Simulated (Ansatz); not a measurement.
**Changing the shape of CrN, quartet**

Program: Ansatz, Gaussian basis, development build. Basis cc-pVTZ, nonrelativistic, 6 orbitals frozen in the corrections; active space CAS(9,9). Restricted Hartree–Fock, then the lowest state-specific CASSCF solution met for each case. Single-reference values can break down or jump between states where bonds are stretched. Unlike active orbitals can shift such differences by tenths of an eV, at times by over 1 eV.

Case A: bond length 1.7193 Å.

Case B: bond length 1.5630 Å.

Energy less that of case A, in eV:

```
case  RHF/ROHF
   B    -0.969
```

What does SC-NEVPT2 give for these differences?

B: -0.272 eV (-6.3 kcal/mol).
